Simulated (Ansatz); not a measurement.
A trace of molecular dynamics of CH$_{6}$ClFSi (10 atoms, charge 0, multiplicity 1).

Method: RKS PBE/def2-SVP in Ansatz.

```
ensemble                      : NVE (velocity Verlet)
starting velocities drawn for : 300 K
seed                          : 11544
```

```json
{"time (fs)": "0.0", "T (K)": "300", "potential energy less start (eV)": "0.000", "conserved less start (meV/atom)": "0.00"}
{"time (fs)": "4.0", "T (K)": "191", "potential energy less start (eV)": "0.114", "conserved less start (meV/atom)": "0.08"}
{"time (fs)": "8.0", "T (K)": "168", "potential energy less start (eV)": "0.138", "conserved less start (meV/atom)": "0.09"}
{"time (fs)": "12.0", "T (K)": "217", "potential energy less start (eV)": "0.087", "conserved less start (meV/atom)": "0.09"}
{"time (fs)": "16.0", "T (K)": "395", "potential energy less start (eV)": "-0.098", "conserved less start (meV/atom)": "0.03"}
{"time (fs)": "20.0", "T (K)": "561", "potential energy less start (eV)": "-0.269", "conserved less start (meV/atom)": "0.08"}
{"time (fs)": "24.0", "T (K)": "779", "potential energy less start (eV)": "-0.495", "conserved less start (meV/atom)": "0.05"}
{"time (fs)": "28.0", "T (K)": "848", "potential energy less start (eV)": "-0.566", "conserved less start (meV/atom)": "0.05"}
{"time (fs)": "32.0", "T (K)": "868", "potential energy less start (eV)": "-0.588", "conserved less start (meV/atom)": "0.02"}
{"time (fs)": "36.0", "T (K)": "866", "potential energy less start (eV)": "-0.585", "conserved less start (meV/atom)": "0.05"}
{"time (fs)": "40.0", "T (K)": "918", "potential energy less start (eV)": "-0.638", "conserved less start (meV/atom)": "0.07"}
{"time (fs)": "44.0", "T (K)": "1059", "potential energy less start (eV)": "-0.784", "conserved less start (meV/atom)": "0.03"}
{"time (fs)": "48.0", "T (K)": "1171", "potential energy less start (eV)": "-0.901", "conserved less start (meV/atom)": "0.02"}
{"time (fs)": "52.0", "T (K)": "1181", "potential energy less start (eV)": "-0.911", "conserved less start (meV/atom)": "0.05"}
{"time (fs)": "56.0", "T (K)": "1143", "potential energy less start (eV)": "-0.871", "conserved less start (meV/atom)": "0.09"}
{"time (fs)": "60.0", "T (K)": "1165", "potential energy less start (eV)": "-0.894", "conserved less start (meV/atom)": "0.03"}
{"time (fs)": "64.0", "T (K)": "1113", "potential energy less start (eV)": "-0.840", "conserved less start (meV/atom)": "0.06"}
{"time (fs)": "68.0", "T (K)": "1109", "potential energy less start (eV)": "-0.835", "conserved less start (meV/atom)": "0.08"}
{"time (fs)": "72.0", "T (K)": "1097", "potential energy less start (eV)": "-0.824", "conserved less start (meV/atom)": "0.10"}
{"time (fs)": "76.0", "T (K)": "1117", "potential energy less start (eV)": "-0.844", "conserved less start (meV/atom)": "0.03"}
{"time (fs)": "80.0", "T (K)": "1028", "potential energy less start (eV)": "-0.753", "conserved less start (meV/atom)": "0.07"}
{"time (fs)": "84.0", "T (K)": "994", "potential energy less start (eV)": "-0.717", "conserved less start (meV/atom)": "0.08"}
{"time (fs)": "88.0", "T (K)": "953", "potential energy less start (eV)": "-0.674", "conserved less start (meV/atom)": "0.11"}
{"time (fs)": "92.0", "T (K)": "1046", "potential energy less start (eV)": "-0.771", "conserved less start (meV/atom)": "0.02"}
{"time (fs)": "96.0", "T (K)": "1027", "potential energy less start (eV)": "-0.751", "conserved less start (meV/atom)": "0.05"}
{"time (fs)": "100.0", "T (K)": "951", "potential energy less start (eV)": "-0.673", "conserved less start (meV/atom)": "0.06"}
```

Question: Can this run be trusted? Judge the integration.

Answer: The conserved energy stayed within 0.12 meV per atom of its start (net change 0.061 meV per atom), so the integration is sound. The kinetic energy rose, since the run started high on the potential surface and went downhill. It ends in pieces (CH5ClSi + FH), so much of that is their flight and rotation, not heat. A run of 0.1 ps of so small a system gives no equilibrium averages. The orbitals stay closed-shell, which can raise the energy where a bond breaks towards radicals; this wasn't checked here. The time step was 0.5 fs.

Run time: 3.7 min on 2 threads of AMD EPYC 7B13 (Zen 3), on a shared host, peak memory 0.14 GiB.
